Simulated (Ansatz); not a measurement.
SnBr2. Charge 0, multiplicity 5. Geometry r2SCAN-D4/def2-TZVP; atoms count from 1.

```xyz
3

Sn    0.002    0.007   -0.002
Br    2.164   -0.126    1.615
Br   -2.166    0.118   -1.613
```

In the def2 sets Sn takes a core potential; there is no spin–orbit coupling. At PBE0-D4/def2-TZVP a singlet of charge 0 lies 6.55 eV below the quintet, each at its own geometry. The structure comes from a short search, and lower isomers may exist.

Q: Estimate the Mulliken populations from the PBE0/def2-TZVP orbitals of Ansatz.

A: 
```json
{"atom": "Sn1", "charge (e)": "0.03", "spin (α − β)": "2.35"}
{"atom": "Br2", "charge (e)": "-0.01", "spin (α − β)": "0.82"}
{"atom": "Br3", "charge (e)": "-0.01", "spin (α − β)": "0.82"}
```
Mulliken values and Mayer orders depend strongly on the basis.

Q: Where does the spin sit?

A: Summed by element: Sn 2.35, Br 1.65, of 4 unpaired in all. Largest on single atoms: Sn1 2.35, Br2 0.82, Br3 0.82.

Q: And the Mayer bond orders between bonded heavy atoms (over 0.3)?

A: Sn1–Br2 0.65 (2.70 Å); Sn1–Br3 0.65 (2.70 Å). Values over 0.3 also appear between atoms too far apart for a bond (Br2–Br3 0.54 at 5.41 Å); they arise where an orbital or an unpaired electron spreads over both atoms.
